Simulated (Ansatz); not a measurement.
`[CH3][Sn]([CH3])([F])[Cl]` and `[CH3][Sn]([CH3])([F])[F]` differ in one atom or group.

Ansatz, PBE0-D4/def2-TZVP geometries, multiplicity 1. 

Elements past krypton have def2 core potentials.

```tsv
property	`[CH3][Sn]([CH3])([F])[Cl]`
HOMO energy (ωB97M-V/def2-TZVPP) / eV	-10.62
LUMO energy (B3LYP/def2-TZVPP) / eV	-0.95
size of the dipole moment (PBE/def2-TZVPP) / D	3.91
LUMO energy (ωB97M-V/def2-TZVPP) / eV	1.23
HOMO energy (PBE0/def2-TZVPP) / eV	-8.44
HOMO–LUMO gap (PBE/def2-TZVPP) / eV	5.56
```

Give the same properties after the change, and the shifts. (An estimate is asked.)

Ansatz gave: 
```tsv
property	`[CH3][Sn]([CH3])([F])[F]`	shift
HOMO energy (ωB97M-V/def2-TZVPP) / eV	-10.89	-0.27
LUMO energy (B3LYP/def2-TZVPP) / eV	-0.86	0.09
size of the dipole moment (PBE/def2-TZVPP) / D	4.13	0.22
LUMO energy (ωB97M-V/def2-TZVPP) / eV	1.25	0.02
HOMO energy (PBE0/def2-TZVPP) / eV	-8.72	-0.28
HOMO–LUMO gap (PBE/def2-TZVPP) / eV	5.93	0.37
```

With PBE0 the HOMO falls by 0.28 eV and the LUMO rises by 0.12 eV, so the gap widens by about 0.40 eV. PBE moves the HOMO by -0.25 eV and ωB97M-V by -0.27 eV. Dipoles are sizes alone; their direction can turn.

B3LYP here is the variant with VWN-RPA as its local correlation; programs differ in this.
